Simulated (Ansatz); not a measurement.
The cluster TaPt₅⁻. Charge -1, multiplicity 1. Geometry PBE0-D4/def2-SVPD.

```tsv
atom	x (Å)	y (Å)	z (Å)
Ta1	-1.0315	1.7087	-1.3759
Pt2	0.8700	0.5847	1.1083
Pt3	0.1187	2.9086	0.2490
Pt4	-0.7750	-2.8549	-0.1699
Pt5	1.2887	-1.9472	0.9577
Pt6	-0.4710	-0.4000	-0.7692
```

In the def2 sets Pt, Ta take a core potential; there is no spin–orbit coupling. HSE06 is defined as in plane-wave codes, on full-range PBE exchange. At PBE-D4/def2-TZVPD the restricted singlet is unstable: a solution with broken spin symmetry lies lower. The restricted singlet is unstable towards broken spin symmetry at other levels; at r2SCAN-D4/def2-TZVPD, PBE0-D4/def2-TZVPD, HSE06-D4/def2-TZVPD, ωB97M-V/def2-TZVPD this wasn't settled. No other spin state of charge -1 was run. The geometry of the singlet was relaxed on an unsound state (restricted singlet, unstable towards broken spin symmetry at other levels and untested here). Another isomer (singlet) lies 0.08 eV lower at PBE-D4/def2-TZVPD; other spin states weren't run for this one.

(1) Estimate the orbital energies around the gap (eV) in Ansatz with PBE-D4/def2-TZVPD, r2SCAN-D4/def2-TZVPD, PBE0-D4/def2-TZVPD, HSE06-D4/def2-TZVPD, ωB97M-V/def2-TZVPD.

Results:

(1) 
| orbital | PBE-D4/def2-TZVPD | r2SCAN-D4/def2-TZVPD | PBE0-D4/def2-TZVPD | HSE06-D4/def2-TZVPD | ωB97M-V/def2-TZVPD |
| --- | --- | --- | --- | --- | --- |
| HOMO−13 | -2.72 | -2.93 | -3.90 | -3.51 | -5.93 |
| HOMO−12 | -2.59 | -2.76 | -3.50 | -3.12 | -5.59 |
| HOMO−11 | -2.27 | -2.43 | -3.33 | -2.95 | -5.42 |
| HOMO−10 | -2.01 | -2.11 | -2.84 | -2.46 | -4.99 |
| HOMO−9 | -1.84 | -1.99 | -2.79 | -2.42 | -4.79 |
| HOMO−8 | -1.79 | -1.95 | -2.72 | -2.35 | -4.74 |
| HOMO−7 | -1.50 | -1.65 | -2.47 | -2.09 | -4.64 |
| HOMO−6 | -1.24 | -1.40 | -2.27 | -1.88 | -4.45 |
| HOMO−5 | -1.20 | -1.34 | -2.17 | -1.79 | -4.27 |
| HOMO−4 | -1.17 | -1.32 | -2.11 | -1.73 | -4.23 |
| HOMO−3 | -1.06 | -1.19 | -1.98 | -1.61 | -4.00 |
| HOMO−2 | -0.93 | -1.07 | -1.91 | -1.53 | -3.87 |
| HOMO−1 | -0.89 | -0.98 | -1.77 | -1.39 | -3.75 |
| HOMO | -0.77 | -0.89 | -1.45 | -1.10 | -3.15 |
| LUMO | -0.47 | -0.39 | 0.30 | -0.05 | 1.99 |
| LUMO+1 | -0.32 | -0.26 | 0.48 | 0.13 | 2.10 |
| LUMO+2 | -0.15 | -0.07 | 0.76 | 0.37 | 2.56 |
| LUMO+3 | 0.08 | 0.18 | 0.89 | 0.52 | 2.72 |
| LUMO+4 | 0.34 | 0.46 | 1.18 | 0.81 | 2.74 |
| LUMO+5 | 0.44 | 0.57 | 1.23 | 0.86 | 2.86 |
